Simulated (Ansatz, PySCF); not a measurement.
Breaking the Al1–H3 bond in AlFHI (SMILES [F][AlH][I]) (multiplicity 1 held, fragments rigid). Energies count from the point at 1.559 Å.
Geometry at that point (charge 0, multiplicity 1):
```xyz
4

Al    -0.15958    -0.93431    -1.31852
F     -1.73146    -1.33496    -1.60855
H      0.94832    -1.46087    -2.28100
I      0.31527     0.48343     0.63960
```

Restricted levels (R-, RO-) in cc, def2 and unpolarised 6-31G sets keep to the state of the molecule at rest. U- levels take the lowest unrestricted solution at each point, which mixes spins at long bonds. Levels need not reach the same state.

Rows in LANL2DZ carry no dispersion term and start afresh at each structure. LANL2DZ brings its own core potentials from Na on.

The values were computed with Ansatz (a quantum-chemistry and plane-wave program); PySCF for LANL2DZ rows.  In def2 rows elements past Kr take small-core potentials, without spin–orbit coupling.

One of these levels gives 79.64 kcal/mol for the energy at R = 4.989 Å. Which one is it?
A) U-PBE/def2-TZVPP
B) R-B3LYP/LANL2DZ
C) R-wB97X-V/def2-TZVPP

A, U-PBE/def2-TZVPP. The others give 121.06 (R-B3LYP/LANL2DZ), 148.43 (R-wB97X-V/def2-TZVPP)

Doubts at one or more of the structures used: a spin-contaminated determinant (U-PBE/def2-TZVPP); a restricted determinant that unrestricted orbitals would lower (R-wB97X-V/def2-TZVPP).
